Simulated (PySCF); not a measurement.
Zn(NH2)2 (H4N2Zn), SMILES [NH2][Zn][NH2].

Geometry optimised at TPSSh-D3(BJ)/def2-TZVP. One conformer was computed; it need not be the lowest.

Calculation: M06-2X/def2-TZVPD in PySCF.

Symmetry labels are those of the subgroup C2 that the program uses (full group C2).

Question: List the valence orbital energies around the gap with their symmetry. (Estimate from the structure and the level; the computed values follow.)

Answer: 
| orbital | symmetry | energy (eV) |
|---|---|---|
| HOMO−7 | A | -17.33 |
| HOMO−6 | A | -17.23 |
| HOMO−5 | B | -14.01 |
| HOMO−4 | A | -14.00 |
| HOMO−3 | A | -11.71 |
| HOMO−2 | B | -11.12 |
| HOMO−1 | A | -8.40 |
| HOMO | B | -8.24 |
| LUMO | A | -0.06 |
| LUMO+1 | B | 0.18 |
| LUMO+2 | A | 0.31 |
| LUMO+3 | B | 0.36 |
